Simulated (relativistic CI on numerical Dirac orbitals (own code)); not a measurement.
# One change at a time: Os XLIII

Base calculation: Dirac-Coulomb-Breit CI, KLI orbitals optimised for each configuration, model QED (radiative potential, 1s self-energy scaled to tabulated hydrogen-like ionisation energies), unscaled Slater integrals.

CI space (outside the closed core [Ar] 3d10): 4s²4p⁴, 4s4p⁵, 4s²4p³4d, 4p⁶, 4s4p⁴4d, 4s²4p³4f, 4s4p⁴4f, 4p⁵4d, 4s4p³4d², 4s²4p²4d4f, 4p⁵4f, 4p⁴4d², 4p³4d³, 4p³4d²4f. Double excitations out of closed p, d and f shells are left out; levels of such configurations are missing from the list, as are those of other unlisted configurations, and high levels can miss mixing partners.

Variants: (1) configuration mixing switched off. Shifts of the energy above 4s²4p⁴ ³P2, in eV, for the lowest level and the first level of each name with at least 55 % of one term (blank where a level changes its place among those of its configuration and J or its character, or is not in the variant):

| Level | Base | Δ(1) |
| --- | --- | --- |
| 4s²4p⁴ ³P2 | 0.000 | 0.000 |
| 4s²4p⁴ ¹S0 | 10.604 | -0.716 |
| 4s²4p⁴ ³P1 | 106.481 | +0.320 |
| 4s²4p⁴ ¹D2 | 111.336 | +0.581 |
| 4s²4p³4d ³P°0 | 161.691 | +1.464 |
| 4s4p⁵ ³P°2 | 214.499 | +3.895 |
| 4s²4p⁴ ³P0 | 222.137 | +0.775 |
| 4s²4p³4d ³G°5 | 291.841 | +1.545 |
| 4s4p⁵ ³P°0 | 324.875 | +2.573 |
| 4s4p⁴4d ³P0 | 386.535 | -0.638 |
| 4s4p⁴4d ³D1 | 387.215 | -2.557 |

At this charge energies of transitions that change n are usually good to better than 1 %, and those within a shell (Δn = 0) to a few per cent.

Ionisation energy from the two ground configurations alone: base 2111.94 eV. The NIST ASD value (theoretical) is 2112 eV.

LS names give the leading component of a level, which can be under half, so a name can repeat, a term be missing and a line seem to break the LS rules.
